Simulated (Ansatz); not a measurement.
Au4Cl3, 7 atoms. Hardware: 4 threads of Arm Neoverse V1 on a shared host.

In the def2 sets Au takes a core potential; there is no spin–orbit coupling. Correlated methods freeze 15 core orbitals; core or outer-core shells of Au are correlated, in sets that lack core-valence functions.

How many basis functions does each of these Ansatz runs have, and roughly what does it cost? BLYP-D4/def2-TZVP, charge 0 doublet, energy, from earlier orbitals; PBE0-D4/def2-SVP, charge 0 doublet, energy, from earlier orbitals; PBE-D4/def2-TZVP, charge 0 doublet, energy and forces, from earlier orbitals; PBE0-D4/def2-TZVP, charge 0 doublet, energy, from earlier orbitals; r2SCAN-D4/def2-SVP, charge 0 doublet, relaxation, 22 steps; r2SCAN0-D4/def2-TZVP, charge 0 doublet, energy, from earlier orbitals; MP2/def2-TZVP, charge 0 doublet, energy, from earlier orbitals; PBE0-D4/def2-SVP, charge 0 doublet, energy with a search over starts; RPA@PBE/def2-TZVP, charge 0 doublet, energy, from earlier orbitals; PBE-D4/def2-SVP, charge 0 doublet, energy, from earlier orbitals; r2SCAN-D4/def2-TZVP, charge 0 doublet, energy, from earlier orbitals; B3LYP-D4/def2-TZVP, charge 0 doublet, energy, from earlier orbitals.

Other jobs shared the machine, so times can vary by a factor of up to 3. A dash marks memory too small to be measured apart from the calling script's.

| run | functions | fitting or Cholesky vectors | wall time | peak host memory (GiB) |
| --- | --- | --- | --- | --- |
| PBE-D4/def2-SVP, charge 0 doublet, energy, from earlier orbitals | 182 | 1865 | 9.5 s | – |
| PBE0-D4/def2-SVP, charge 0 doublet, energy, from earlier orbitals | 182 | 1778 | 16 s | 0.97 |
| BLYP-D4/def2-TZVP, charge 0 doublet, energy, from earlier orbitals | 271 | 2200 | 17 s | 0.65 |
| PBE-D4/def2-TZVP, charge 0 doublet, energy and forces, from earlier orbitals | 271 | 2200 | 18 s | 0.66 |
| PBE0-D4/def2-SVP, charge 0 doublet, energy with a search over starts | 182 | 1778 | 26 s | 0.97 |
| B3LYP-D4/def2-TZVP, charge 0 doublet, energy, from earlier orbitals | 271 | 2128 | 28 s | 1.4 |
| PBE0-D4/def2-TZVP, charge 0 doublet, energy, from earlier orbitals | 271 | 2128 | 31 s | 1.4 |
| r2SCAN-D4/def2-TZVP, charge 0 doublet, energy, from earlier orbitals | 271 | 2200 | 37 s | 0.8 |
| MP2/def2-TZVP, charge 0 doublet, energy, from earlier orbitals | 271 | 2128 | 38 s | 1.5 |
| RPA@PBE/def2-TZVP, charge 0 doublet, energy, from earlier orbitals | 271 | 2128 | 41 s | 1.3 |
| r2SCAN0-D4/def2-TZVP, charge 0 doublet, energy, from earlier orbitals | 271 | 2128 | 47 s | 1.6 |
| r2SCAN-D4/def2-SVP, charge 0 doublet, relaxation, 22 steps | 182 | 1865 | 5.3 min | – |
